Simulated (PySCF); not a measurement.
Bond stretch in CaH, doublet.

- UKS-TPSSh = unrestricted TPSSh/def2-SVP (PySCF)
- UHF/def2-SVP (PySCF)
- UKS-B3LYP = unrestricted B3LYP/def2-SVP (PySCF 2.14.0)

Magnitude of the dipole moment (D; its direction can reverse along the curve, and a method can change to another solution) and Mulliken charge of the fragment that holds Ca1:

| R / Å | μ UKS-TPSSh | q UKS-TPSSh | μ UHF | q UHF | μ UKS-B3LYP | q UKS-B3LYP |
|---|---|---|---|---|---|---|
| 1.58 | 2.16 | 0.35 | 2.25 | 0.44 | 2.37 | 0.26 |
| 1.68 | 2.39 | 0.34 | 2.48 | 0.42 | 2.59 | 0.25 |
| 1.78 | 2.59 | 0.32 | 2.70 | 0.40 | 2.80 | 0.24 |
| 1.89 | 2.81 | 0.30 | 2.94 | 0.37 | 3.01 | 0.23 |
| 1.94 | 2.90 | 0.29 | 3.04 | 0.37 | 3.10 | 0.24 |
| 1.99 | 2.99 | 0.29 | 3.15 | 0.36 | 3.19 | 0.24 |
| 2.05 | 3.10 | 0.28 | 3.29 | 0.36 | 3.30 | 0.24 |
| 2.12 | 3.23 | 0.28 | 3.45 | 0.36 | 3.43 | 0.24 |
| 2.19 | 3.36 | 0.28 | 3.62 | 0.36 | 3.55 | 0.25 |
| 2.34 | 3.63 | 0.28 | 3.99 | 0.36 | 3.79 | 0.26 |
| 2.46 | 3.83 | 0.29 | 4.26 | 0.36 | 3.96 | 0.27 |
| 2.70 | 4.17 | 0.29 | 4.52 | 0.34 | 4.14 | 0.27 |

The scan ran from 1.58 to 7.99 Å; beyond the distances shown one of the unrestricted levels run for this scan, shown here or not, changes its spin distribution in one step.
